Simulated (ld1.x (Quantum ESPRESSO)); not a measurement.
## Configuration tests for indium (TM)

* Element: In (Z = 49)
* Generator: ld1.x (Quantum ESPRESSO) 7.5
* Type: norm-conserving Troullier–Martins (Kleinman–Bylander form)
* Functional: PBEsol
* Relativity: fully relativistic
* Frozen core: [Kr]
* Valence charge: 13
* Reference configuration: 4d10 5s2 5p1
* Partial waves: 5p (bound): rc 3.00 bohr; 4d (bound): rc 1.60 bohr; 5s (bound): rc 2.15 bohr
* Local potential: the s channel
* Core correction: none

Open shells are filled in proportion to 2j + 1 (rel_dist='average').

Energies are relative to the spin-unpolarised reference configuration 4d10 5s2 5p1; without spin polarisation the order of configurations can differ from experiment.

```
valence configuration  charge  ΔE all-electron (eV)  error AE − PS (meV)
         4d10 5s2 5p0      +1                 5.372                 -1.1
         4d10 5s1 5p0      +2                24.650                 -4.2
       4d10 5s2 5p1.3    -0.3                -0.534                 -0.1
         4d10 5s0 5p3       0                11.986                  +10
       4d10 5s2 5p0.5    +0.5                 1.946                 -0.1
```

**Question.** What are ΔE and the potential's error for 4d10 5s0 5p0?

**Answer.** ΔE = 52.915 eV all-electron; the error (AE − PS) is +6.0 meV.

**Question.** What are ΔE and the potential's error for 4d9 5s2 5p1?

**Answer.** ΔE = 25.083 eV all-electron; the error (AE − PS) is -203 meV.

ld1.x printed “convergence not achieved” for 5 of the counted tests; their residual had stalled under 1e-8, short of the target of 1e-14.
